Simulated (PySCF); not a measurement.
# C₆ coefficients of unlike pairs at M06-L

Calculated with PySCF 2.14 from the dipole response of each species, C₆(A,B) = (3/π) ∫ α_A(iu) α_B(iu) du, in atomic units, from isotropic polarisabilities. For ions this is the dispersion term alone; charge-induced terms of lower order in 1/R come first.

| species | configuration | basis | relativity | α (bohr³) | C₆ (like pair) |
| --- | --- | --- | --- | --- | --- |
| Br | [Ar] 3d10 4s2 4p5 (2P) | aug-cc-pVQZ-PP with ECP10MDF (7s6p5d3f2g) | core potential | 21.32 | 175.6 |
| Hg²⁺ | [Xe] 4f14 5d10 (1S) | def2-QZVPPD with the def2 core potential (60 electrons) (7s5p4d4f2g) | core potential | 7.721 | 50.11 |
| O³⁺ | [He] 2s2 2p1 (2P) | dyall-av3z (15s9p3d2f) | none | 1.468 | 1.421 |
| Br³⁺ | [Ar] 3d10 4s2 4p2 (3P) | aug-cc-pVTZ-PP with ECP10MDF (6s5p4d2f) | core potential | 5.912 | 21.94 |

Question: Estimate C₆ for O³⁺ with Hg²⁺.

Answer: The integral gives 8.389. The combination rule 2 C_A C_B / (C_A α_B/α_A + C_B α_A/α_B) gives 8.377 and the geometric mean 8.438.

No spin-orbit coupling is included.

The other pairs:

```
      pair     C₆
  Br³⁺, Br  60.70
Br³⁺, Hg²⁺  32.55
   O³⁺, Br  15.20
  Hg²⁺, Br  87.21
 Br³⁺, O³⁺  5.554
```
